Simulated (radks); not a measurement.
Results of a calculation; reference values are marked as such.
Zr V, 36 electrons, occupied as [Kr]. Level of theory: non-relativistic Kohn-Sham, exchange-only LDA, spin-polarised, spherical densities, point nucleus; relativity is left out, which matters for an element this heavy (a radial shooting solver on a logarithmic mesh with Libxc functionals).

Normalised radial functions P(r) = r R(r), r in bohr:

| r | 3d | 4s |
|---|---|---|
| 0.002403 | 0.0000 | 0.0583 |
| 0.003104 | 0.0000 | 0.0732 |
| 0.004009 | 0.0001 | 0.0910 |
| 0.005221 | 0.0002 | 0.1126 |
| 0.006744 | 0.0004 | 0.1363 |
| 0.008711 | 0.0008 | 0.1615 |
| 0.01125 | 0.0017 | 0.1860 |
| 0.01465 | 0.0035 | 0.2063 |
| 0.01893 | 0.0071 | 0.2147 |
| 0.02445 | 0.0143 | 0.2034 |
| 0.03184 | 0.0288 | 0.1609 |
| 0.04113 | 0.0553 | 0.0811 |
| 0.05312 | 0.1030 | -0.0377 |
| 0.06862 | 0.1848 | -0.1806 |
| 0.08936 | 0.3213 | -0.3127 |
| 0.1154 | 0.5180 | -0.3630 |
| 0.1491 | 0.7782 | -0.2733 |
| 0.1942 | 1.0837 | -0.0149 |
| 0.2508 | 1.3488 | 0.3168 |
| 0.324 | 1.4918 | 0.5490 |
| 0.4185 | 1.4409 | 0.4921 |
| 0.5449 | 1.1828 | 0.0754 |
| 0.7039 | 0.8147 | -0.5046 |
| 0.9093 | 0.4535 | -0.9516 |
| 1.184 | 0.1888 | -1.0362 |
| 1.529 | 0.0581 | -0.7786 |
| 1.976 | 0.0119 | -0.4133 |
| 2.552 | 0.0014 | -0.1487 |
| 3.323 | 0.0001 | -0.0316 |
| 4.293 | 0.0000 | -0.0039 |

3d: eigenvalue -218.91 eV, 0 radial nodes, <r> = 0.451 bohr, 90 % of the charge inside 0.726 bohr. 4s: eigenvalue -91.478 eV, 3 radial nodes at r = 0.0494, 0.197, 0.564 bohr, <r> = 1.21 bohr, 90 % of the charge inside 1.76 bohr.
